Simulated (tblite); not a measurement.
C₇H₉N₃.
Atom-mapped SMILES: `[CH:1]#[C:2][c:3]1[n:4][n:5][n:6]([CH2:7][CH3:8])[c:9]1[CH3:10]` (hydrogens: H11 on C1; H12, H13 on C7; H14, H15, H16 on C8; H17, H18, H19 on C10)

Geometry (GFN2-xTB, Å), atoms numbered from 1 in this order:
```
atom  x, y, z in Å
C1     4.043    0.762   -0.655
C2     2.947    0.677   -0.173
C3     1.654    0.554    0.365
N4     1.240    1.161    1.505
N5     0.025    0.852    1.726
N6    -0.405    0.040    0.759
C7    -1.759   -0.441    0.742
C8    -2.660    0.469   -0.089
C9     0.587   -0.183   -0.137
C10    0.476   -1.055   -1.328
H11    5.006    0.845   -1.061
H12   -2.101   -0.455    1.779
H13   -1.767   -1.459    0.343
H14   -2.323    0.513   -1.122
H15   -2.651    1.476    0.323
H16   -3.679    0.093   -0.073
H17   -0.324   -0.722   -1.990
H18    0.267   -2.084   -1.032
H19    1.416   -1.033   -1.874
```

Level: GFN2-xTB in tblite, geometry and Hessian alike; calculated harmonic values, unscaled, isolated species. The method is semi-empirical: single wavenumbers can be off by several per cent or more. One conformer, not necessarily the lowest.

Harmonic wavenumbers (cm⁻¹): 57.7, 76.6, 102.0, 113.5, 171.1, 183.7, 238.4, 256.9, 336.9, 371.0, 430.6, 480.6, 543.4, 612.7, 656.4, 661.9, 706.1, 731.3, 755.9, 824.0, 978.4, 1010.5, 1032.9, 1067.6, 1089.0, 1129.2, 1196.5, 1218.8, 1281.2, 1303.7, 1326.5, 1397.0, 1405.9, 1406.8, 1441.8, 1458.7, 1473.2, 1476.1, 1487.9, 1494.8, 1559.3, 2265.6, 2962.1, 2988.1, 2991.0, 3006.7, 3041.6, 3051.1, 3051.4, 3054.5, 3400.3.

A = 2922, B = 915.9, C = 749.7 MHz; mass 135.080 u (most abundant isotopes); point group C1, symmetry number 1.

Zero-point energy?

½Σν̃ = 32679 cm⁻¹ = 390.93 kJ/mol.

Entropy at 350 K, 1 bar (ideal gas, RRHO, classical rotation)?

Translation 173.37, rotation 125.27, vibration 151.21: S = 449.8 J/(mol K).

And Cp and H(350 K) − H(0)?

Cp = 186.22 J/(mol K), of which vibrations give 152.97 (their classical limit is 51 R = 424.0); H(350 K) − H(0) = 39.35 kJ/mol without the zero-point energy, 27.71 from vibrations.

How do the functions run with temperature in this model?

```csv
T (K),S (J/(mol K)),Cp (J/(mol K)),H − H(0) (kJ/mol),G − H(0) (kJ/mol),ln q(vib)
50,246.1,56.9,2.09,-10.21,0.44
100,294.0,82.8,5.62,-23.78,1.69
298.15,421.7,165.1,30.23,-95.50,7.25
373.15,462.1,195.4,43.76,-128.66,9.29
500,525.7,240.6,71.51,-191.36,12.69
750,636.4,304.8,140.29,-337.03,19.08
1000,730.2,346.4,222.04,-508.17,25.00
```

q(vib) and H(0) count from the zero-point level.

Which modes carry the vibrational entropy at 350 K?

57.7 cm⁻¹: 20.30; 76.6 cm⁻¹: 17.96; 102.0 cm⁻¹: 15.60; 113.5 cm⁻¹: 14.73; 171.1 cm⁻¹: 11.41; 183.7 cm⁻¹: 10.84 J/(mol K); the other 45 give 60.37 together.

What must be added to the electronic energy to get the Gibbs energy at 350 K and 1 bar?

ZPE + [H(350 K) − H(0)] − T·S = 390.93 + 39.35 − 157.45 = 272.83 kJ/mol.

Blend soft modes into free rotors: weight 1/[1 + (100 cm⁻¹/ν̃)⁴] for the oscillator and the rest for a rotor with moment μB/(μ + B), μ = h/(8π²ν), B = 10⁻⁴⁴ kg m². What vibrational entropy results?

140.61 J/(mol K) in place of 151.21, which changes −T·S at 350 K by +3.71 kJ/mol.

Hindered rotation and anharmonicity are outside this model. Other conformers, if any are populated, would add a mixing term that is left out. The structure is chiral; the term R ln 2 for an equal mix with its mirror image is left out.
